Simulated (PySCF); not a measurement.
BeH₂Se₂, SMILES [SeH][Be][SeH]. Geometry: B3LYP-D3(BJ)/def2-TZVP. The values are those of a single conformer.

Level of theory: B3LYP-D3(BJ)/def2-TZVP (PySCF).

Harmonic wavenumbers (cm⁻¹): 172, 174, 198, 214, 571, 572, 912, 2391, 2391. Rotational constants (GHz): 116.9, 0.7619, 0.7619; symmetry number 2.

Q: Work out the zero-point energy and the ideal-gas rigid-rotor harmonic-oscillator thermochemistry at 298.15 K and 1 atm.

A: ZPE = ½ Σ hcν = ½ × 7596 cm⁻¹ = 45.43 kJ/mol. H − E(el) = 62.48 kJ/mol. Entropy in J/(mol K): translation 172.72, rotation 102.87, vibration 42.22, total 317.81. G − E(el) = -32.28 kJ/mol. Cp = 75.46 J/(mol K).
